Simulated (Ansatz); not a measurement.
System: bromoboronic acid, sum formula H2BO2Br, charge 0, multiplicity 1. SMILES: OB(O)Br
Structure (B3LYP-D3(BJ)/def2-TZVP (Ansatz, a quantum-chemistry and plane-wave program) minimum search):
```xyz
6

O      1.6455    -1.1399     0.4064
B      0.3246    -0.9027     0.2771
O     -0.5544    -1.8945     0.5250
Br    -0.3166     0.8805    -0.2703
H      2.2062    -0.3838     0.2124
H     -1.4760    -1.6469     0.4109
```
Charge 0, spin multiplicity 1.

Quantity: vertical triplet-singlet gap (E(triplet) - E(singlet); each state is the SCF solution reached for its spin), in eV. Valence correlation only, unless marked. Open shells are spin-unrestricted. No spin-orbit coupling. The frozen core is the preceding noble-gas configuration, with the filled d and f shells of earlier blocks. No relativistic terms. CBS marks a two-point X^-3 extrapolation of the correlation energy; Hartree-Fock from the larger set.

| level | program | vertical triplet-singlet gap (eV) |
|---|---|---|
| B3LYP/def2-TZVPD | Ansatz | (withheld) |
| B2PLYP/def2-TZVPD | Ansatz | (withheld) |
| CCSD(T)/CBS(aug-cc-pVTZ,aug-cc-pVQZ) | Ansatz | 7.50 |

**Question.** Complete the blanks.

**Answer.** 
- B3LYP/def2-TZVPD, vertical triplet-singlet gap (eV): 7.16
- B2PLYP/def2-TZVPD, vertical triplet-singlet gap (eV): 7.32
